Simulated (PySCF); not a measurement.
Molecule: Si(H)3(SiMe3), SMILES C[Si](C)(C)[SiH3] (C3H12Si2). Atoms near the plane z = 0.8 Å, at the GFN2-xTB optimised geometry (x, y, z in Å): Si2 (-0.3, -0.7, 0.0), C3 (-0.9, 1.1, 0.0), C4 (1.6, -0.7, 0.0), C5 (-0.9, -1.5, 1.7), H9 (-0.5, 1.7, 0.9), H11 (-2.0, 1.2, 0.0), H13 (2.0, -1.7, 0.1), H14 (2.0, -0.1, 0.8), H15 (-0.6, -2.5, 1.7), H16 (-2.0, -1.5, 1.7).

Calculation: CAM-B3LYP/def2-SVP in PySCF. The values are rescaled to run from 0 to 1.

```
|                             |
|                             |
|                             |
|                             |
|            ...              |
|          .:--:.             |
|         .-%@@*:.            |
|     ....:%@@@@=.            |
|    ..::-*@@@@@+.            |
|   ..:=++@@@@@@=.            |
|   ..-=*#@@@@@#-..  ...      |
|   ..:-=+@@@@@+-:...:::.     |
|   ...::-*@@@%*+-::-*%*-.    |
|    ....:+%@@@@@*--%@@@#:    |
|     ..:-*@@@@@@@*#@@@@@-.   |
|    ...:=%@@@@@@@%@@@@@@-    |
|    ...-+@@@@@@@@@@@@@@*.    |
|   ...:-+@@@@@@@@@@@@@%-     |
|   ..::-*@@@@@@@@%@@@@=.     |
|   ..:-=*@@@@@@@%++*#*=.     |
|    ..:-+@@@@@@%+-:-+*=:.    |
|    ...:-*@@@#*=-:.:=+=:.    |
|     ...:-=++=-::...:-:..    |
|        ..:---::........     |
|         ..::::... ....      |
|          .......            |
|           .....             |
|                             |
|                             |
```
Scale: ten equal steps from 0.000 (start of ' ') to 1.00 (end of '@'), in the order ' .:-=+*#%@'; x runs from -4.00 to 4.00, y from -4.00 (bottom) to 4.00 (top).

Task: Which quantity is mapped?
A. electrostatic potential
B. Laplacian of the electron density
C. log10 of the electron density
D. electron localisation function

Result: A, electrostatic potential. In full: electrostatic potential (hartree/e), clipped to [-0.08, 0.12].
